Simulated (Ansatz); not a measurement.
`OC(S)O[SiH3]` + `BN(C)[SiH2]Cl` → `BN([SiH3])[SiH2]Cl` + `COC(O)S`  (formal exchange of groups at the Si–O bond)

Computed with Ansatz on PBE0-D4/def2-TZVP structures; ΔE is electronic, products minus reactants. CCSD(T)/CBS is the MP2 limit (def2-TZVPP, def2-QZVPP) plus CCSD(T) − MP2 in def2-TZVPP, frozen cores. Functionals use def2-TZVPP. B3LYP here is the variant with VWN-RPA as its local correlation; programs differ in this. One conformer a species, not always the lowest.

`OC(S)O[SiH3]`:

Cartesian coordinates in Å:
```
O 0.026 -1.829 1.265
C -0.297 -0.998 0.209
S -1.910 -0.226 0.533
O 0.742 -0.089 0.025
Si 0.616 1.312 -0.859
H 0.967 -2.028 1.187
H -0.452 -1.562 -0.722
H -1.549 0.276 1.726
H 2.021 1.676 -1.156
H -0.132 1.068 -2.119
H -0.032 2.401 -0.090
```

`BN(C)[SiH2]Cl`:

Cartesian coordinates in Å:
```
B 1.424 -0.427 -0.736
N 0.275 -0.047 -0.032
C 0.335 0.841 1.126
Si -1.294 -0.616 -0.510
Cl -2.465 0.970 -1.100
H 2.494 -0.034 -0.366
H 1.312 -1.140 -1.690
H 1.375 1.071 1.355
H -0.121 0.372 2.004
H -0.196 1.776 0.929
H -1.981 -1.212 0.659
H -1.159 -1.554 -1.638
```

`BN([SiH3])[SiH2]Cl`:

```xyz
12

B    -0.434   -1.561   -0.455
N    -0.112   -0.229   -0.113
Si   -0.586    0.341    1.485
Si    0.769    0.789   -1.206
Cl    2.648    1.157   -0.459
H    -0.104   -2.010   -1.515
H    -1.044   -2.233    0.330
H    -0.245    1.784    1.565
H     0.147   -0.403    2.536
H    -2.046    0.156    1.665
H     0.102    2.104   -1.326
H     0.905    0.104   -2.506
```

`COC(O)S`:

```xyz
11

C    -1.464   -0.501   -0.539
O    -0.611   -0.233    0.558
C     0.512    0.477    0.211
O     1.300   -0.321   -0.624
S     1.389    1.005    1.712
H    -1.751    0.430   -1.044
H    -2.355   -0.974   -0.130
H    -0.989   -1.170   -1.260
H     0.238    1.418   -0.298
H     2.147    0.117   -0.744
H     1.583   -0.247    2.158
```

Is it downhill or uphill in electronic energy at CCSD(T)/CBS, and by how much? (An estimate is asked.)

Ansatz gave: Uphill: ΔE = +56.0 kJ/mol.

What do these levels give: B3LYP-D4, SCS-MP2/def2-TZVPP, CCSD(T)/def2-TZVPP, MP2/def2-QZVPP, MP2/CBS(def2), CCSD/CBS(def2)? (Estimate.)

Ansatz gave: B3LYP-D4 56.5, SCS-MP2/def2-TZVPP 56.2, CCSD(T)/def2-TZVPP 54.9, MP2/def2-QZVPP 58.2, MP2/CBS(def2) 58.7, CCSD/CBS(def2) 55.8 kJ/mol.

Largest T1 diagnostic among the species: 0.012.

In def2-TZVPP, CCSD(T) changes the Hartree–Fock value by +3.8 kJ/mol (the triples alone add +0.2 kJ/mol) and MP2 by +6.5 kJ/mol.
